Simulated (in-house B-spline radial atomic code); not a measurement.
# Ionising Ti⁺ with different functionals

Computed with an all-electron radial atomic-structure program (B-spline basis): four-component Dirac-Coulomb Hamiltonian, Fermi nucleus of rms radius 3.5921 fm, spin-restricted, spherical fractional occupations for the functionals. The ionisation energy is the difference of two self-consistent energies, [Ar] 3d2 4s1 → [Ar] 3d2, without Breit or QED terms; ε is the level of the shell that loses the electron (mean over j).

Hybrids are left out here: with spherical fractional occupations of an open shell their exact exchange keeps a self-interaction that integer-occupation calculations don't have.

| method | rung | ΔSCF (eV) | -ε(4s) (eV) |
| --- | --- | --- | --- |
| LDA VWN5 | LDA | 13.79 | 10.59 |
| relativistic LDA | LDA | 13.78 | 10.58 |
| LDA PW92 | LDA | 13.79 | 10.59 |
| LDA exchange-only | LDA | 12.86 | 9.65 |
| PBE | GGA | 13.57 | 10.35 |
| PBEsol | GGA | 13.47 | 10.35 |
| BLYP | GGA | 13.72 | 10.38 |
| RPBE | GGA | 13.47 | 10.22 |
| PW91 | GGA | 13.59 | 10.39 |
| BP86 | GGA | 13.66 | 10.55 |
| AM05 | GGA | 13.44 | 10.29 |
| OLYP | GGA | 13.32 | 9.94 |

Task: How do they compare with the NIST value?

Result: NIST lists 13.575 eV ± 0.0025 (measured, ground level to ground level). Errors run from -0.71 to +0.22 eV; PBE is closest (-0.00 eV), but part of that can be cancellation, since the calculations leave out Breit-QED terms, spin polarisation, the choice among j levels, multiplet and fine-structure energies.
